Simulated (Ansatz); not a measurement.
Input for Ansatz (an electronic-structure program): R-B3LYP-D3(BJ)/def2-TZVP on CHBrF2 (SMILES FC(F)Br).

Ansatz 0.2 input:
```yaml
crystal:
  periodic: [false, false, false]
  atoms:
    - {symbol: F, position_ang: [-0.62386310, 1.10596237, -0.56522414]}
    - {symbol: C, position_ang: [-0.14421776, -0.00774012, 0.03585060]}
    - {symbol: F, position_ang: [-0.69799569, -1.04049354, -0.51016620]}
    - {symbol: Br, position_ang: [1.78208575, -0.05210474, -0.13269339]}
    - {symbol: H, position_ang: [-0.35633757, 0.01658596, 1.12922245]}
basis:
  gaussian:
    orbitals: def2-TZVP
hamiltonian:
  xc: b3lyp
  dispersion: d3bj
relax: {f_tol: 0.003, max_steps: 120}
```

The log:

```
WARN ansatz: RAYON_NUM_THREADS=4 ignored (pool sized by the plan → 4); use --threads N
Functional definition: B3LYP
integrals: 0.06 GiB planned
949 factors; their error is unknown
mean field: 0.60 GiB planned
mean field evaluation 1: about -76535.0460 eV, gradient 3.2e1 eV
mean field evaluation 2: about -76533.7051 eV, gradient 4.5e1 eV
mean field evaluation 4: about -76536.3672 eV, gradient 1.3e0 eV
mean field evaluation 8: about -76536.3714 eV, gradient 1.5e-2 eV
mean field evaluation 16: about -76536.7283 eV, gradient 6.5e-5 eV
mean field -76536.72825765 eV, -2812.6728850108 hartree, gradient 6.5e-5 eV, S^2 0.000000; 0 other end points of the search recorded, 0 dependent functions left out
the calculation of the forces begins
reference -76536.72844582 eV, -2812.6728919260 hartree; 30, 30 occupied and 117, 117 virtual orbitals, 949 factors
relax step   1: F+E_penalty+E_count = -76536.86391617 eV  Δ(F+E_penalty+E_count) = +0.000e0 eV  max|allowed force component| = 1.737e0 eV/Å  Δτ_max = 0.0000 Å  (26 SCF iters, accepted)
these checks for a lower state are left out or cut short: starts, cluster_reference, orbital_swaps, neighbouring_geometries, increment
integrals: 0.06 GiB planned
949 factors; their error is unknown
mean field: 0.60 GiB planned
mean field -76536.78164910 eV, -2812.6748471105 hartree, gradient 6.7e-6 eV, S^2 0.000000; 0 other end points of the search recorded, 0 dependent functions left out
the calculation of the forces begins
reference -76536.78183639 eV, -2812.6748539932 hartree; 30, 30 occupied and 117, 117 virtual orbitals, 949 factors
relax step   2: F+E_penalty+E_count = -76536.91697620 eV  Δ(F+E_penalty+E_count) = -5.306e-2 eV  max|allowed force component| = 9.061e-1 eV/Å  Δτ_max = 0.0297 Å  (32 SCF iters, accepted)
these checks for a lower state are left out or cut short: starts, cluster_reference, orbital_swaps, neighbouring_geometries, increment
integrals: 0.06 GiB planned
949 factors; their error is unknown
mean field: 0.60 GiB planned
mean field -76536.79515916 eV, -2812.6753435960 hartree, gradient 6.3e-6 eV, S^2 0.000000; 0 other end points of the search recorded, 0 dependent functions left out
the calculation of the forces begins
reference -76536.79534609 eV, -2812.6753504656 hartree; 30, 30 occupied and 117, 117 virtual orbitals, 949 factors
relax step   3: F+E_penalty+E_count = -76536.93029436 eV  Δ(F+E_penalty+E_count) = -1.332e-2 eV  max|allowed force component| = 9.303e-2 eV/Å  Δτ_max = 0.0177 Å  (32 SCF iters, accepted)
these checks for a lower state are left out or cut short: starts, cluster_reference, orbital_swaps, neighbouring_geometries, increment
integrals: 0.06 GiB planned
949 factors; their error is unknown
mean field: 0.60 GiB planned
mean field evaluation 32: about -76536.4390 eV, gradient 7.3e-1 eV
mean field -76536.79583733 eV, -2812.6753685185 hartree, gradient 6.2e-6 eV, S^2 0.000000; 0 other end points of the search recorded, 0 dependent functions left out
the calculation of the forces begins
reference -76536.79602425 eV, -2812.6753753875 hartree; 30, 30 occupied and 117, 117 virtual orbitals, 949 factors
relax step   4: F+E_penalty+E_count = -76536.93102962 eV  Δ(F+E_penalty+E_count) = -7.353e-4 eV  max|allowed force component| = 1.443e-2 eV/Å  Δτ_max = 0.0055 Å  (32 SCF iters, accepted)
these checks for a lower state are left out or cut short: starts, cluster_reference, orbital_swaps, neighbouring_geometries, increment
integrals: 0.06 GiB planned
949 factors; their error is unknown
mean field: 0.60 GiB planned
mean field -76536.79585158 eV, -2812.6753690419 hartree, gradient 6.2e-6 eV, S^2 0.000000; 0 other end points of the search recorded, 0 dependent functions left out
the calculation of the forces begins
reference -76536.79603850 eV, -2812.6753759111 hartree; 30, 30 occupied and 117, 117 virtual orbitals, 949 factors
relax step   5: F+E_penalty+E_count = -76536.93104275 eV  Δ(F+E_penalty+E_count) = -1.313e-5 eV  max|allowed force component| = 1.307e-3 eV/Å  Δτ_max = 0.0010 Å  (34 SCF iters, accepted)
integrals: 0.06 GiB planned
949 factors; their error is unknown
mean field: 0.60 GiB planned
mean field evaluation 64: about -76536.7959 eV, gradient 3.2e-3 eV
mean field -76536.79585158 eV, -2812.6753690419 hartree, gradient 6.2e-6 eV, S^2 0.000000; 1 other end points of the search recorded, 0 dependent functions left out
the calculation of the forces begins
reference -76536.79603850 eV, -2812.6753759111 hartree; 30, 30 occupied and 117, 117 virtual orbitals, 949 factors
Total energy: -76536.93122967 eV, -2812.6803440952 hartree
Atom 0 at    -0.623654     1.107315    -0.548199 Å, force     0.000081    -0.000139     0.000060 eV/Å
Atom 1 at    -0.144510     0.009842     0.055076 Å, force     0.000084     0.000116     0.001291 eV/Å
Atom 2 at    -0.697199    -1.067323    -0.521303 Å, force     0.000046     0.000098     0.000105 eV/Å
Atom 3 at     1.801134    -0.058447    -0.145940 Å, force    -0.000177     0.000010    -0.000149 eV/Å
Atom 4 at    -0.376099     0.030823     1.117355 Å, force    -0.000033    -0.000085    -0.001307 eV/Å
Dipole moment:    -0.053685     0.005356     0.286312 e Å
```

The run converged.

Cost: around 30 core-seconds (rough).
